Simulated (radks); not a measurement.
Spherical quantum dot in the effective-mass picture: electrons in a parabolic well V = omega^2 r^2 / 2 with omega = 0.225, with a point charge +2 (a donor) at the centre, all in effective atomic units (hartree* = m*/eps^2 hartree, bohr* = eps/m* bohr), one dielectric constant everywhere. Method: non-relativistic Kohn-Sham, exchange-only LDA, spin-polarised, spherical densities; computed with a radial shooting solver with Libxc functionals. Levels are named by radial order and angular momentum (1s, 1p, 1d, 2s, ...), and open shells are averaged over m. Results are scaled to m* = 0.562 and eps = 14.1, for which hartree* = 76.92 meV and bohr* = 1.328 nm.

N = 27, configuration 1s2 1p6 1d10 2s2 1f(up 7, down 0). This is the lowest configuration that the search found. Occupied levels:

| level | occupation | eigenvalue (meV) | <r> (nm) |
|---|---|---|---|
| 1s down | 1 | 309.49 | 1.310 |
| 1s up | 1 | 309.95 | 1.299 |
| 2s up | 1 | 349.08 | 7.223 |
| 2s down | 1 | 351.05 | 6.646 |
| 1p up | 3 | 351.57 | 7.427 |
| 1p down | 3 | 353.64 | 6.781 |
| 1d up | 5 | 357.17 | 8.382 |
| 1d down | 5 | 360.27 | 8.094 |
| 1f up | 7 | 363.51 | 8.983 |

Energy (meV): total 5275.42, kinetic 514.71, external 721.36, Hartree 4417.7, exchange-correlation -378.32.

Electron density:

| r (nm) | n(r) (e/nm^3) |
|---|---|
| 0.322 | 0.5931 |
| 1.13 | 0.06927 |
| 1.94 | 0.01177 |
| 2.75 | 0.004448 |
| 3.56 | 0.004094 |
| 4.36 | 0.004750 |
| 5.17 | 0.005439 |
| 5.98 | 0.005955 |
| 6.79 | 0.006179 |
| 7.60 | 0.005971 |
| 8.41 | 0.005238 |
| 9.22 | 0.004050 |
| 10.0 | 0.002680 |
| 10.8 | 0.001482 |
| 11.6 | 0.0006732 |
| 12.5 | 0.0002489 |
| 13.3 | 0.00007480 |
| 14.1 | 0.00001805 |
| 14.9 | 3.661e-06 |
| 15.7 | 5.903e-07 |
